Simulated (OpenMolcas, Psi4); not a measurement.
## InClF2 (SMILES [F][In]([F])[Cl]): the HOMO–LUMO gap, rung by rung

InClF2: 4 atoms, total charge 0, spin state singlet. SMILES: `[F][In]([F])[Cl]`. The shape is that of a PBE0-D4/def2-TZVP optimisation.

Each level gives the HOMO–LUMO gap (eV). The values are calculated.

```json
{"level": "SVWN5/def2-SVP (core potential)", "kind": "LDA", "program": "OpenMolcas", "value (eV)": "4.14", "CPU time": "11 s"}
{"level": "TPSS/def2-SVP (core potential)", "kind": "meta-GGA", "program": "Psi4", "value (eV)": "4.59", "CPU time": "32 s"}
{"level": "BHLYP/def2-SVP (core potential)", "kind": "global hybrid", "program": "Psi4", "value (eV)": "8.92", "CPU time": "13 s"}
{"level": "M06-2X/def2-SVP (core potential)", "kind": "hybrid meta-GGA", "program": "Psi4", "value (eV)": "9.05", "CPU time": "25 s"}
{"level": "CAM-B3LYP/def2-SVP (core potential)", "kind": "range-separated hybrid", "program": "Psi4", "value (eV)": "9.08", "CPU time": "18 s"}
{"level": "HSE06/def2-SVP (core potential)", "kind": "range-separated hybrid", "program": "Psi4", "value (eV)": "5.90", "CPU time": "51 s"}
{"level": "wB97M-V/def2-SVP (core potential)", "kind": "range-separated hybrid", "program": "Psi4", "value (eV)": "11.06", "CPU time": "80 s"}
{"level": "wB97X-V/def2-SVP (core potential)", "kind": "range-separated hybrid", "program": "Psi4", "value (eV)": "11.35", "CPU time": "76 s"}
```

The values span 4.14 to 11.35 eV. Orbital gaps aren't excitation energies; they tend to grow with the share of exact exchange. CPU times are rough (shared hosts, several kinds of processor): they show what a rung costs within a factor of a few.
